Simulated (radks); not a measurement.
The fluorine anion F-, [Ne], held by a Watson sphere: a shell of charge +1 at radius R that stands for the Madelung well of a crystal (potential energy -1/R inside, -1/r outside, in hartree with lengths in bohr). All-electron calculation, scalar-relativistic Kohn-Sham, LB94 model potential, spin-polarised, spherical densities, point nucleus. Program: a radial shooting solver on a logarithmic mesh with Libxc functionals. Response by self-consistent Sternheimer equations with the Hartree and adiabatic LDA kernel, the relativistic mass of each level held fixed and spin-orbit coupling left out. The sphere does not respond.

| R (bohr) | e(1s) (eV) | e(2s) (eV) | e(2p) (eV) | <r> 2p (bohr) | sum of <r^2> (bohr^2) | X-ray form factor at sin(theta)/lambda = 0.1 1/angstrom | alpha (bohr^3) |
|---|---|---|---|---|---|---|---|
| 1.66 | -686.50 | -34.716 | -16.664 | 1.163 | 13.59 | 9.086 | 5.424 |
| 1.72 | -686.38 | -34.443 | -16.423 | 1.168 | 13.72 | 9.079 | 5.592 |
| 1.78 | -686.24 | -34.177 | -16.187 | 1.173 | 13.84 | 9.072 | 5.762 |
| 1.96 | -685.81 | -33.424 | -15.505 | 1.185 | 14.16 | 9.054 | 6.270 |
| 3.35 | -682.54 | -29.413 | -11.627 | 1.233 | 15.54 | 8.986 | 9.620 |
| 3.82 | -681.71 | -28.548 | -10.763 | 1.239 | 15.73 | 8.978 | 10.37 |
